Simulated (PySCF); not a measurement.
**How the method changes the constants of RbH**

State: ¹Σ⁺ (singlet), closed shell. Set-up: Rb def2-SVPD with ECP28, H def2-SVPD; scalar-relativistic core potentials (PySCF 2.14). De refers to Rb + H in their ground configurations, without counterpoise correction. A positive dipole means Rb(−)H(+).

```tsv
Level	Re (Å)	ωe (cm⁻¹)	De (eV)	μ (D)	CPU s a point (SCF and correlation, without the integrals)
RHF	2.490	915	0.72	-9.58	0.014
RHF-MP2	2.432	937	1.31	n/a	0.023
RHF-SCS-MP2	2.442	927	1.46	n/a	n/a
RHF-CCSD	2.448	903	1.55	n/a	n/a
RHF-CCSD(T)	2.446	902	1.56	n/a	0.31
PBE	2.428	898	1.63	-7.35	0.24
TPSS	2.425	919	1.89	-7.81	0.39
r²SCAN	2.443	910	1.65	-8.34	0.36
B3LYP	2.431	917	1.71	-7.89	0.26
PBE0	2.423	927	1.56	-8.10	0.37
r²SCAN0	2.434	931	1.59	-8.62	0.35
ωB97X	2.433	948	n/a	-9.07	0.21
```

Q: Which functional lies closest to RHF-CCSD(T) in De, which farthest, and by how much do they differ from it?

A: Closest is PBE0 (-2.3 pm in Re, +2.8 % in ωe, +0.00 eV in De against RHF-CCSD(T) in the same basis), farthest TPSS (-2.1 pm in Re, +1.9 % in ωe, +0.33 eV in De). CCSD(T) converges more slowly with the basis than the functionals do and binds too weakly in this one, so the order can change at the basis-set limit.

Q: What does second-order correlation do here, going from RHF to RHF-MP2?

A: RHF-MP2 less RHF: -5.8 pm in Re, +2.4 % in ωe, +0.59 eV in De. Correlation nearly always deepens the well. The bond shortens, as in weak, metallic or heavy-atom bonds, where dispersion and the correlation of outer-core electrons pull the atoms together.

Q: What does the triples do here, going from RHF-CCSD to RHF-CCSD(T)?

A: RHF-CCSD(T) less RHF-CCSD: -0.2 pm in Re, -0.1 % in ωe, +0.01 eV in De. Correlation nearly always deepens the well. The bond shortens, as in weak, metallic or heavy-atom bonds, where dispersion and the correlation of outer-core electrons pull the atoms together.

Measured (Huber and Herzberg, Constants of Diatomic Molecules (1979)): Re = 2.367 Å, ωe = 936.94 cm⁻¹.

Correlated steps freeze no core orbitals. Correlated levels converge slowly with the basis: in double zeta they bind strong bonds too weakly, by up to about 1 eV, and carry superposition errors of some tenths. Where the molecule has an RHF reference, its open-shell atoms are computed with UHF. The CCSD T1 diagnostic is raised, a sign that a single reference may not be enough here.

The whole job (state search and all levels along the bond) took about 0.63 min on 1 thread of Arm Neoverse V2 (shared host), peak memory 0.41 GiB.
